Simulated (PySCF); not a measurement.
Distorted geometries of [TaH3(C2H4)]+

[TaH3(C2H4)]+ (doublet). PySCF 2.14.0, UKS B3LYP, Ta def2-SVP with ECP60, H def2-SVP, C def2-SVP; non-relativistic Hamiltonian with scalar-relativistic core potentials where named; density fitting; no spin-orbit coupling. Relaxed geometry:

```xyz
10

Ta    0.1857    0.2114    0.0000
H     1.0477    2.2411    0.0000
H     0.2794    2.4222    0.0000
H    -1.3252    1.0941    0.0000
C    -0.0104   -1.6829    0.7805
C    -0.0104   -1.6829   -0.7805
H    -0.9532   -1.9914    1.2595
H     0.8722   -2.1568    1.2447
H    -0.9532   -1.9914   -1.2595
H     0.8722   -2.1568   -1.2447
```

**Question.** Order these distorted geometries by energy above the relaxed one, lowest first.
A.
```xyz
10

Ta    0.0443    0.1444    0.0323
H     1.0973    2.3199   -0.1986
H     0.3248    2.3336   -0.1251
H    -1.1526    1.1418    0.2960
C     0.0342   -1.4571    0.6565
C    -0.0626   -1.6150   -0.6193
H    -0.7721   -2.2461    1.1635
H     0.7751   -2.0410    1.2838
H    -1.2725   -2.1653   -1.1321
H     0.9890   -2.1088   -1.3571
```
B.
```xyz
10

Ta    0.1910    0.2798    0.0296
H     0.9776    2.1980    0.0228
H     0.3159    2.3735    0.0882
H    -1.3844    1.0978   -0.1089
C    -0.0147   -1.8114    0.7396
C    -0.0595   -1.6994   -0.7503
H    -0.9801   -1.9831    1.2714
H     1.0159   -2.1400    1.2622
H    -0.9217   -1.8636   -1.3386
H     0.8649   -2.1451   -1.2160
```
C.
```xyz
10

Ta    0.1606    0.2580   -0.0173
H     1.0288    2.2692   -0.0507
H     0.2017    2.4630    0.0092
H    -1.3568    0.9220   -0.1767
C     0.0850   -1.6904    0.6790
C    -0.0219   -1.6032   -0.5971
H    -0.9732   -1.9155    1.3100
H     0.7251   -2.1392    1.2768
H    -1.0546   -2.0044   -1.2356
H     1.2103   -2.2531   -1.1977
```

**Answer.** B (0.66 eV), C (3.59 eV), A (5.92 eV).

**Question.** Which forces (eV/Å) act in the one that lies 0.66 eV up?

**Answer.** 
```
Ta  -0.73 -1.84  0.21
H    4.09 -0.77 -0.39
H   -3.99  1.24  0.34
H    0.43 -0.10  0.09
C    1.14  1.21  0.57
C    2.85  0.12  0.91
H    0.66 -0.20  0.01
H   -2.34  0.33 -1.09
H   -1.54 -0.41 -0.62
H   -0.58  0.42 -0.02
```
Forces carry noise of the integration grid, about 0.01 to 0.03 eV/Å.

On relaxing from the template, bonds within or between ligands changed, so the formula names the start rather than the bonding at the end. Open shells may have lower solutions than the one found.
